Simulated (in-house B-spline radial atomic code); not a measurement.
Computed with a B-spline radial atomic code. Model: two electrons, singlet ground state, non-relativistic, full CI in B-splines with partial waves to l = 8 (at full coupling up to 3e-4 hartree above the limit, correlation up to 0.6 % small), density held at that of full coupling by Lieb maximisation.

W(λ) is the mean repulsion in the state of coupling λ less the Hartree energy of the fixed density. Its start is exact exchange, its initial slope is twice the second-order Görling-Levy correlation energy, and its area from 0 to 1 is E_xc. A straight curve means weak, dynamic correlation, and a curve that drops fast and flattens means strong correlation.

Command:
```bash
python run_ac.py task.json out
```
Settings (lengths in bohr, energies in hartree):
```
potential              dot
strength               1.29
lmax                   8
second                 0.7
```

Run time, properties included: 21 s on 1 thread of Intel(R) Xeon(R) Processor @ 2.30GHz, on a shared host.

**W = mean repulsion less Hartree energy, and W of three functionals.**

Given: confinement charge in harmonic well; well frequency 1.29 hartree; nuclear charge 0.7; external potential omega^2 r^2/2 - Z/r.

Computed: PBE exchange minus exact 40.442 millihartree; SCAN exchange minus exact 5.3093 millihartree.

| coupling | W xc (hartree) | W xc minus exchange (millihartree) | kinetic minus Kohn-Sham (millihartree) | LDA (PW92) W minus its exchange (millihartree) | PBE W minus its exchange (millihartree) | SCAN W minus its exchange (millihartree) |
| --- | --- | --- | --- | --- | --- | --- |
| 0 | -0.9774 | 0 | 0 | 0 | 0 | 0 |
| 0.02 | -0.97929 | -1.891 | 0.02 | -11.89 | -2.71 | -1.88 |
| 0.05 | ? | ? | ? | ? | ? | ? |
| 0.12 | -0.98848 | -11.083 | 0.66 | -46.37 | -15.8 | -10.85 |
| 0.25 | -0.9998 | -22.403 | 2.75 | -77.08 | -31.44 | -21.73 |
| 0.4 | -1.012 | -34.646 | 6.71 | -104.68 | -47.8 | -33.4 |
| 0.6 | ? | ? | ? | ? | ? | ? |
| 0.8 | -1.0409 | -63.543 | 23.88 | -159.08 | -84.76 | -60.91 |
| 1 | -1.0536 | -76.229 | 35.28 | -180.28 | -100.5 | -73.06 |
| 1.4 | -1.0761 | -98.698 | 62.13 | -215.54 | -127.96 | -94.82 |
| 2 | -1.104 | -126.57 | 109.21 | -256.76 | -161.72 | -122.38 |
| 3 | -1.1394 | -161.99 | 196.79 | -307.14 | -204.87 | -158.53 |
| 4.5 | -1.1764 | -198.98 | 333.65 | -359.34 | -251.22 | -197.78 |
| 7 | -1.2153 | -237.94 | 553.55 | -415.72 | -302.64 | -240.45 |
| 10 | -1.2441 | -266.67 | 794.41 | -459.26 | -343.06 | -271.97 |

(1) What belongs in the row 0.05?

(2) What belongs in the row 0.6?

(3) What is the LDA exchange minus exact?

**Energy parts, natural occupations and partial-wave weights.**

Computed: total energy 2.8749 hartree; exchange energy -0.9774 hartree; correlation energy -0.040947 hartree; kinetic part of the DFT correlation energy 0.035283 hartree; initial slope twice GL2 -0.095023 hartree; kinetic part over minus potential part 0.46285; Lieb Oxford ratio E_xc over LDA exchange 1.2215.

| natural | occupation of the shell (electrons) |
| --- | --- |
| s | 1.9838 |
| p | 0.013833 |
| s | 0.0015193 |
| d | ? |
| p | 0.00015435 |
| f | 6.4845e-05 |

(4) What belongs in the row d?

```
wave      weight
   s     0.99268
   p           ?
   d    0.000275
   f  3.6284e-05
   g  8.2033e-06
```

(5) What belongs in the row p?

(6) What is the Kohn-Sham kinetic?

(7) What is the Hartree energy?

Results:

(1) W xc (hartree): -0.98209; W xc minus exchange (millihartree): -4.695; kinetic minus Kohn-Sham (millihartree): 0.12; LDA (PW92) W minus its exchange (millihartree): -24.29; PBE W minus its exchange (millihartree): -6.74; SCAN W minus its exchange (millihartree): -4.64.

(2) W xc (hartree): -1.0271; W xc minus exchange (millihartree): -49.729; kinetic minus Kohn-Sham (millihartree): 14.23; LDA (PW92) W minus its exchange (millihartree): -134.41; PBE W minus its exchange (millihartree): -67.33; SCAN W minus its exchange (millihartree): -47.74.

(3) 143.71 millihartree.

(4) occupation of the shell (electrons): 0.00051995.

(5) weight: 0.0069989.

(6) 2.2281 hartree.

(7) 1.9548 hartree.

Half-way to full coupling W has made 55 % of its drop, against 50 % for a straight line, and second-order (GL2) theory, half the initial slope, overshoots the correlation energy by about 16 %: a moderate bend, as in light atoms. Over couplings 0 to 1 the errors in E_xc come to about +73 millihartree for LDA, +26 millihartree for PBE, +6.9 millihartree for SCAN, so SCAN is nearest. In LDA and PBE the errors of exchange and correlation have opposite signs, so the sum is smaller than the larger of the two.
